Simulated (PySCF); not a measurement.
B(H)(Me)(OSiH3) (CH₇BOSi), SMILES CBO[SiH3].

Geometry: B3LYP-D3(BJ)/def2-SVP. This is a generated structure with no PubChem entry under its InChIKey; it may be hypothetical. Other conformers were not sampled.

Calculation: PBE/def2-TZVP in PySCF.

Gas-phase values at a fixed geometry.

Computed frontier levels, gap, dipole moment and polarisability:
highest occupied level: -6.77 eV
lowest empty level: -1.05 eV
orbital gap: 5.73 eV
dipole moment: 0.38 D
quadrupole, principal values (traceless, Buckingham form, about the centre of nuclear charge): -3.10, 0.73, 2.37 D·Å
mean static polarisability: 59.1 bohr³ (8.76 Å³)
polarisability, principal values: 49.6, 55.2, 72.5 bohr³
